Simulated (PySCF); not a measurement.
C₂H₆BNO₂, SMILES C=COB(N)O.

Geometry: PBE0-D3(BJ)/def2-SVP. The structure was generated by enumeration, and PubChem lists no compound with its InChIKey, so it may never have been made. One conformer was computed; it need not be the lowest.

Calculation: PySCF with PBE0-D3(BJ)/def2-SVP.

Harmonic, unscaled wavenumbers; measured fundamentals usually lie a few per cent lower.

Computed vibrational spectrum:
```
mode  ν (cm⁻¹)  IR (km/mol)  moving atoms (share of kinetic energy)
----  --------  -----------  --------------------------------------
1           85          2.0          O 53 %, C 21 %, H 14 %, N 11 %
2          126          3.9                  H 48 %, C 29 %, O 16 %
3          198          2.4          C 33 %, N 28 %, H 21 %, O 15 %
4          315         33.9                                  H 90 %
5          391          3.9   H 36 %, O 27 %, N 14 %, C 14 %, B 9 %
6          412         12.9          O 45 %, H 19 %, N 15 %, C 13 %
7          422        239.8                                  H 89 %
8          544          5.7                           H 88 %, O 8 %
9          573          9.6                  H 39 %, O 30 %, C 24 %
10         653         39.0                          B 77 %, O 13 %
11         729          7.0                          H 63 %, C 24 %
12         819          7.7          O 44 %, N 22 %, H 21 %, C 11 %
13         866         44.9                          H 71 %, C 24 %
14         880         29.7                   H 68 %, N 17 %, O 9 %
15         984         86.4                  H 54 %, O 26 %, N 10 %
16        1011         13.4                          H 85 %, C 15 %
17        1015         81.8                  H 63 %, O 18 %, C 18 %
18        1261         75.3                  C 41 %, H 30 %, O 20 %
19        1339         49.3                          H 76 %, B 15 %
20        1412         86.7                  H 62 %, C 21 %, O 11 %
21        1436        214.2                  H 46 %, B 35 %, O 16 %
22        1459        557.4                  B 64 %, O 18 %, H 15 %
23        1599        282.5                  H 61 %, N 20 %, B 17 %
24        1727        168.0                          C 86 %, H 12 %
25        3178         15.3                                  H 94 %
26        3191          6.6                                  H 92 %
27        3293          2.9                          H 89 %, C 11 %
28        3648         32.1                                  H 96 %
29        3759         46.6                           H 91 %, N 9 %
30        3958         74.8                                  H 94 %
```
